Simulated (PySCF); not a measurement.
## [C8H6O]-: g tensor and hyperfine couplings

Species: C₈H₆O (charge -1 and doublet state).
Structure used (GFN2-xTB), in Å, numbered top down from 1:
```
atom  x, y, z in Å
C1     3.9068    1.0312    0.1497
C2     2.8105    0.5425    0.0345
C3     1.5164    0.0043   -0.0846
C4     1.3515   -1.2927   -0.6158
O5     2.2322   -2.0796   -1.0191
C6     0.4277    0.8008    0.3400
C7    -0.8971    0.4257    0.2931
C8    -2.0805    0.1460    0.2749
C9    -3.4860   -0.2181    0.2403
H10    4.8762    1.4264    0.2352
H11    0.2832   -1.6128   -0.6626
H12    0.6443    1.7887    0.7360
H13   -4.0607    0.4775   -0.3837
H14   -3.6055   -1.2235   -0.1729
H15   -3.9232   -0.2085    1.2464
```

The hyperfine couplings belong to this conformer and change with its torsions.

The species is `C#C/C([CH][O-])=C/C#CC` [radical] (charge -1).

Computed, not measured: UKS B3LYP, pcH-1 on C H O, non-relativistic, mean-field spin-orbit, GIAO in PySCF. Whether the extra electron is bound in the gas phase wasn't checked; a finite basis holds it in any case. Couplings are sensitive to structure, and on GFN2-xTB geometries they can be far from those on DFT ones, by a factor of two or more for some ions and for spin on atoms past the first row. No stability test was run, so a lower SCF solution isn't excluded.

```
g1, g2, g3                      : 2.00214, 2.00346, 2.00445
g_iso                           : 2.00335
Form of g                       : rhombic: the two nearest values differ by 43 % of g3 − g1
⟨S²⟩                            : 0.7598 (exact 0.7500)
α and β electrons               : 32, 31
HOMO–LUMO gap, α and β orbitals : 3.52, 4.00 eV
Total energy                    : -383.59729 Eh
Basis functions                 : 285
```

Isotropic coupling and dipolar principal values T1 to T3, in G; ρ(0) is the spin density at the nucleus (MHz turned into gauss with g_iso; 10 G = 1 mT):

```csv
atom,isotope,a_iso,T1,T2,T3,Mulliken spin population,ρ(0) (bohr⁻³)
C1,13C,2.0,-1.9,-1.9,3.8,0.08,0.0050
C2,13C,-3.7,-0.7,-0.3,1.0,-0.03,-0.0092
C3,13C,-2.5,-4.5,-3.7,8.2,0.10,-0.0063
C4,13C,-1.6,-3.0,-1.9,4.9,0.07,-0.0040
O5,17O,-4.9,-19.9,9.8,10.0,0.17,0.0229
C6,13C,12.0,-13.6,-13.3,26.9,0.46,0.0299
C7,13C,-13.8,-3.3,-0.7,4.0,-0.12,-0.0344
C8,13C,9.3,-9.1,-7.1,16.2,0.30,0.0231
C9,13C,-4.8,-0.2,-0.1,0.3,-0.03,-0.0120
H10,1H,-2.1,-1.2,-0.1,1.3,0.00,-0.0013
H11,1H,-2.9,-1.2,-0.7,1.9,-0.01,-0.0018
H12,1H,-11.6,-6.3,-0.2,6.6,-0.02,-0.0073
H13,1H,13.3,-0.6,-0.6,1.2,0.02,0.0083
H14,1H,1.3,-0.6,-0.5,1.2,0.00,0.0008
H15,1H,13.3,-0.6,-0.6,1.2,0.02,0.0083
```

The largest Mulliken spin populations are on C6 (+0.46), C8 (+0.30), O5 (+0.17) and C7 (-0.12). Three atoms exceed +0.15.

C4, the radical centre as drawn in `C#C/C([CH][O-])=C/C#CC`, holds a spin population of +0.07 out of 1.

Axes: g2 points within 2° of the C7–C8 bond.

Under fast tumbling the dipolar parts average out, and these isotropic splittings remain: 1 × 1H (H12, I = 1/2, 2 lines) with 1.16 mT, 3 × 1H (H13/H14/H15, I = 1/2, 4 lines) with 0.93 mT, 1 × 1H (H11, I = 1/2, 2 lines) with 0.29 mT and 1 × 1H (H10, I = 1/2, 2 lines) with 0.21 mT.

Means are taken over nuclei equivalent by connectivity, which assumes that they swap fast. The three 1H nuclei of mean +26.0 MHz run from 3.5 to 37.3 MHz in the frozen geometry.

The 13C coupling of C7 (-38.7 MHz) shows only in satellite lines or after enrichment, since that isotope makes up about 1.07 % of natural carbon.

The 17O coupling of O5 (-13.9 MHz) shows only in satellite lines or after enrichment, since that isotope makes up about 0.038 % of natural oxygen.

β density exceeds α density at some nuclei, such as C7 (-0.0344), C9 (-0.0120) and C2 (-0.0092), spin density in bohr⁻³. In a single determinant that takes different orbitals for the two spins, that is spin polarisation.
